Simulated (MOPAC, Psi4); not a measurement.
Approach curve of the dimer HBr ··· Br2 (SMILES Br and BrBr). Monomers: optimised at B3LYP-D3(BJ) (def2-TZVP), held rigid. Orientation: a higher rigid-body minimum at GFN2-xTB. R is the distance of the centres of mass, along which the second monomer moves.

Geometry at R = 4.77 Å (first 2 atoms: monomer A):
```
4

Br     0.7124     0.0000     0.0000
H     -0.7124     0.0000     0.0000
Br    -1.4173     2.2595    -1.8818
Br    -2.7545     3.5485    -3.2650
```

Levels of theory: PM7, restricted, heats of formation (MOPAC); PBE/def2-TZVP, counterpoise-corrected (Psi4); wB97X-D/def2-TZVP, counterpoise-corrected (Psi4).

Interaction energies in kcal/mol:

```tsv
R / Å	PM7	PBE/def2-TZVP
4.17	3.08	0.02
4.36	0.73	-1.02
4.54	-0.31	-1.24
4.77	-0.76	-1.11
5.00	-0.77	-0.85
5.16	-0.70	-0.68
5.49	-0.58	-0.39
5.78	-0.52	-0.22
6.30	-0.38	-0.05
6.94	-0.20	0.02
7.97	-0.08	0.03
9.27	-0.03	0.02
```

**Question.** What does wB97X-D/def2-TZVP give at the same points?

**Answer.** 4.17: 2.94; 4.36: 0.73; 4.54: -0.21; 4.77: -0.61; 5.00: -0.66; 5.16: -0.61; 5.49: -0.47; 5.78: -0.36; 6.30: -0.19; 6.94: -0.07; 7.97: -0.01; 9.27: 0.00 (kcal/mol).
